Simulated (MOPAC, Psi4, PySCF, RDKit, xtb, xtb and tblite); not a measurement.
Two geometries of SMILES N#Cc1ccsc1-c1ccncc1 (C10H6N2S), relaxed at GFN2-xTB with one dihedral held; other torsions can differ between them too.

Structure A

```
19

N     -1.1030    -3.2519     0.1571
C     -1.3203    -2.1255     0.1293
C     -1.6678    -0.7638     0.1129
C     -3.0252    -0.3564     0.2267
C     -3.1623     0.9906     0.2255
S     -1.6544     1.8029     0.0966
C     -0.7887     0.3008     0.0328
C      0.6544     0.2953    -0.0958
C      1.4008     1.4284     0.2412
C      2.7764     1.3871     0.1059
N      3.4356     0.3263    -0.3289
C      2.7343    -0.7460    -0.6526
C      1.3546    -0.8209    -0.5609
H     -3.8409    -1.0526     0.3045
H     -4.0645     1.5650     0.2953
H      0.9096     2.3177     0.6071
H      3.3847     2.2452     0.3593
H      3.3085    -1.5910    -1.0080
H      0.8374    -1.7201    -0.8526
```

Structure B

```
19

N      0.8062    -3.1479     0.1833
C      1.1897    -2.0677     0.1590
C      1.6655    -0.7447     0.1361
C      3.0408    -0.3879     0.2231
C      3.2227     0.9518     0.1852
S      1.7389     1.8173     0.0391
C      0.8364     0.3458     0.0156
C     -0.6275     0.3322    -0.0540
C     -1.2910     0.5171    -1.2635
C     -2.6750     0.4529    -1.2707
N     -3.3994     0.2203    -0.1909
C     -2.7678     0.0342     0.9542
C     -1.3887     0.0743     1.0826
H      3.8318    -1.1106     0.3104
H      4.1434     1.4981     0.2353
H     -0.7380     0.7084    -2.1704
H     -3.2321     0.5915    -2.1877
H     -3.3989    -0.1585     1.8115
H     -0.9138    -0.0887     2.0378
```

Problem. Which is lower in energy at the level PBE0-D3(BJ)/def2-SVP // GFN2-xTB in Psi4 1.11, and by how much?

Solution. A is lower, by 12.43 kJ/mol (dihedral S6–C7–C8–C9: 20° in A, 80° in B).

E(B) − E(A) in kJ/mol at the other levels, on the same two geometries: GFN2-xTB (xtb and tblite) 14.96; MMFF94 // GFN2-xTB (RDKit) -14.35; PBE0/def2-SVP // GFN2-xTB (Psi4) 11.98; PBE/def2-SVP // GFN2-xTB (Psi4) 14.62; PBE-D3(BJ)/def2-SVP // GFN2-xTB (Psi4) 15.46; UFF // GFN2-xTB (RDKit) -2.14; PM7, restricted, heats of formation // GFN2-xTB (MOPAC) -7.08; PM3, restricted, heats of formation // GFN2-xTB (MOPAC) -3.72; GFN1-xTB // GFN2-xTB (xtb) 15.19; restricted B3LYP/6-31G*, spherical d, density fitting // GFN2-xTB (PySCF) 9.92; restricted B3LYP/3-21G, density fitting // GFN2-xTB (PySCF) 10.50.
